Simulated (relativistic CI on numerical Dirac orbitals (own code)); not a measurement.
## Hyperfine structure of Tb⁶⁺, mass number 157

Computed by Dirac-Coulomb-Breit CI, separate exchange-only KLI orbitals for each configuration, QED by a radiative potential, unscaled Slater integrals (own radial code, finite nucleus).

Configurations in the expansion (outside the closed core [Kr] 4d10 5s2): 4f8 5p3. The list is cut by size and lacks configurations that can hold low levels.

Nuclear spin I = 3/2, μ = 2.03 μN, Q = 1.4 b (tables of Stone and Pyykkö). The electronic factors are computed for point nuclear moments, without core polarisation or the Bohr-Weisskopf and QED corrections.

| Level | E (cm⁻¹) | A (MHz) | B (MHz) |
| --- | --- | --- | --- |
| 4f8 5p3 10F°_15/2 | 0.0 | 517.7 | 2100 |
| 4f8 5p3 10F°_13/2 | 312.2 | 637.1 | 1810 |
| 4f8 5p3 10F°_11/2 | 1369.7 | 674.9 | 1420 |
| 4f8 5p3 10F°_9/2 | 2647.4 | 654.9 | 1030 |
| 4f8 5p3 10F°_7/2 | 3982.3 | 507.7 | 655 |
| 4f8 5p3 10F°_5/2 | 5218.8 | 39.35 | 398 |
| 4f8 5p3 10F°_3/2 | 6225.4 | -1585 | 498 |
| 4f8 5p3 8F°_13/2 | 22216.2 | 963.9 | 895 |

Levels with J = 0, under 50 % of one LS term, or S terms without an open s electron are left out. Small factors come from cancelling terms and can be off by tens of per cent or more.

At this charge configurations can still be misplaced by up to about 7 % of their energy. Terms inside the open d or f shell come out 10 to 20 % too wide with unscaled integrals. Levels and lines within the n = 5 or 6 shells can be off by up to 10 % or somewhat more, and those that change n by about 2 %, since core polarisation is missing.

Give the hyperfine levels of 4f8 5p3 10F°_13/2 relative to its centre of gravity.

With K = F(F + 1) − I(I + 1) − J(J + 1), E = AK/2 + B[¾K(K + 1) − I(I + 1)J(J + 1)]/[2I(2I − 1)J(2J − 1)]: F = 5: -6470, F = 6: -3764, F = 7: 451.9, F = 8: 6666 MHz.

LS names give the leading component of a level, which can be under half, so a name can repeat, a term be missing and a line seem to break the LS rules.
